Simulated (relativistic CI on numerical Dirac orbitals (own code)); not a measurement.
Ba⁺: calculation against measurement

Calculated at this level of theory: Dirac-Coulomb-Breit CI, separate exchange-only KLI orbitals for each configuration, QED by a radiative potential, valence Slater integrals scaled by 0.85, configuration energies shifted to the measured levels that pair with them (semi-empirical) (own radial code, finite nucleus).

Configuration list (outside the closed core [Xe]): 6s, 5d, 6p, 7s, 6d, 4f, 7p, 6f, 8s, 7d, 8p, 8d, 5f, 5g. Levels of other configurations are missing.

```csv
Configuration,Term (tabulated),J,Measured (cm⁻¹),Computed,Error,Purity (%)
6s,2S,1/2,0.0,0,0,100
5d,2D,3/2,4873.9,5035,161,100
5d,2D,5/2,5674.8,5514,-161,100
6p,2P°,1/2,20261.6,20425,164,100
6p,2P°,3/2,21952.4,21789,-164,100
7s,2S,1/2,42355.2,42355,0,100
6d,2D,3/2,45949.5,45961,12,100
6d,2D,5/2,46154.8,46143,-12,100
4f,2F°,5/2,48258.6,48301,43,96
4f,2F°,7/2,48483.3,48441,-43,98
7p,2P°,1/2,49389.8,49451,61,100
7p,2P°,3/2,50011.3,49950,-61,100
```

Measured levels from NIST Handbook of Basic Atomic Spectroscopic Data (Sansonetti and Martin, J. Phys. Chem. Ref. Data 34, 1559 (2005)); pairs were made by configuration, J and term (by order where the table uses no LS term), so strongly mixed levels may be paired wrongly.

Mean error by configuration (cm⁻¹): 5d 0; 6p 0; 7s 0; 6d 0; 4f 0; 7p 0. Over the excited levels the mean absolute error is 80 cm⁻¹ (11 of the 11 excited levels that our extract of the source holds in range could be paired), and the median relative error of those above 1,000 cm⁻¹ is 0.12 %, both after the shifts were fitted to these levels, so that a configuration with one level shows no error.

Transition probabilities of persistent lines. The last column rescales the computed rate by the cube of measured over computed energy:

```
λ measured (Å)      Lower      Upper  A tabulated (s⁻¹)  A computed  A rescaled
   3891.78 air  6p ²P°1/2   6d ²D3/2           2.17e+08    2.29e+08    2.33e+08
   4130.65 air  6p ²P°3/2   6d ²D5/2           2.18e+08    2.61e+08    2.56e+08
   4554.03 air   6s ²S1/2  6p ²P°3/2           1.11e+08    1.53e+08    1.56e+08
   4934.08 air   6s ²S1/2  6p ²P°1/2           9.53e+07    1.27e+08    1.24e+08
   6141.71 air   5d ²D5/2  6p ²P°3/2           4.12e+07    4.80e+07    4.80e+07
   6496.90 air   5d ²D3/2  6p ²P°1/2           3.10e+07    4.58e+07    4.58e+07
```

Configurations whose levels could be paired with our table of measured levels were shifted onto them, all but the ground configuration, by the median error of their levels; single terms can still be off by 1,000 to 2,000 cm⁻¹ or more, and rates follow the energies as ν³ (E1, M1) or ν⁵ (E2). The others borrow a shift and can be off by several thousand cm⁻¹ or more. The fine structure of a lone outer electron comes out too small, for d and f at times inverted, and misplaced configurations move strength between like terms. 11 of the 11 excited levels that our extract of the measured tables holds in this range could be paired (the sources list more); they are missed by 80 cm⁻¹ on average and 164 at most, after the shifts were fitted to these levels, and levels without a partner can miss by more.

Shifts applied (cm⁻¹): 6s 0; 5d 1064; 6p 1426; 7s 2015; 6d 2473; 4f -4560; 7p 1937.
